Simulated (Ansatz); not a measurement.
Compare A (`O[SiH2]/C=C/[SiH3]`) with its isomer B (`C1O[SiH2]C[SiH2]1`).

Computed with Ansatz on PBE0-D4/def2-TZVP structures; ΔE is electronic, products minus reactants. CCSD(T)/CBS adds triple-zeta CCSD(T) − MP2 to the extrapolated MP2 energy (def2 sets, frozen cores). Functionals use def2-TZVPP. B3LYP here is the variant with VWN-RPA as its local correlation; programs differ in this. Each species was taken in one conformer, which may not be the lowest.

A:

```xyz
13

O     0.7463    2.4987   -0.8240
Si    0.4776    1.9437    0.7044
C    -0.0203    0.1497    0.6885
C    -0.2414   -0.5365   -0.4382
Si   -0.7360   -2.3319   -0.4791
H     1.5675    2.2474   -1.2480
H    -0.6108    2.7837    1.2614
H     1.6949    2.0950    1.5523
H    -0.1340   -0.3665    1.6441
H    -0.1316   -0.0084   -1.3872
H     0.2616   -3.1338   -1.2392
H    -2.0536   -2.5002   -1.1501
H    -0.8203   -2.8410    0.9151
```

B:

```xyz
13

C     1.5241    0.0298    0.3773
O     1.1123    1.0316   -0.5535
Si   -0.5125    1.3494   -0.6339
C    -1.3211   -0.2728   -0.1485
Si    0.1573   -1.3028    0.3978
H     1.6738    0.4707    1.3713
H     2.4913   -0.3600    0.0503
H    -0.8054    1.8061   -2.0144
H    -0.8893    2.4228    0.3283
H    -2.0390   -0.1377    0.6629
H    -1.8392   -0.7405   -0.9877
H    -0.0095   -1.9232    1.7404
H     0.4573   -2.3733   -0.5903
```

(1) Which is lower in electronic energy at CCSD(T)/CBS, and by how much? (An estimate is asked.)

(2) Give E(B) − E(A) in kJ/mol with CCSD/def2-TZVPP, LDA (SPW92), B3LYP, BLYP-D4, PBE-D4, B3LYP-D4, r2SCAN-D4. (Estimate.)

(3) Does the order hold for the free energy at 298.15 K (harmonic terms from PBE0-D4)? (Estimate.)

Largest T1 diagnostic: 0.012.

Answers

(1) Ansatz gave: B, by 51.0 kJ/mol.

(2) The calculation gave: CCSD/def2-TZVPP -49.3, LDA (SPW92) -87.7, B3LYP -40.9, BLYP-D4 -39.7, PBE-D4 -63.6, B3LYP-D4 -47.6, r2SCAN-D4 -62.0. None reverses the order clearly.

(3) Ansatz gave: Yes: G(B) − G(A) = -33.0 kJ/mol, for one conformer each. Modes under 60 cm⁻¹, often nearly free rotors, make the harmonic entropy too high.

From PBE to PBE0 (25 % exact exchange), in def2-TZVPP and without D4, E(B) − E(A) moves by −7.7 kJ/mol. Leaving LDA and LC-ωPBE aside and taking each functional with its dispersion term where it has one, the values spread over 30.8 kJ/mol, from PBE0-D4 to BLYP-D4. LDA lies −28.1 kJ/mol from PBE without D4.
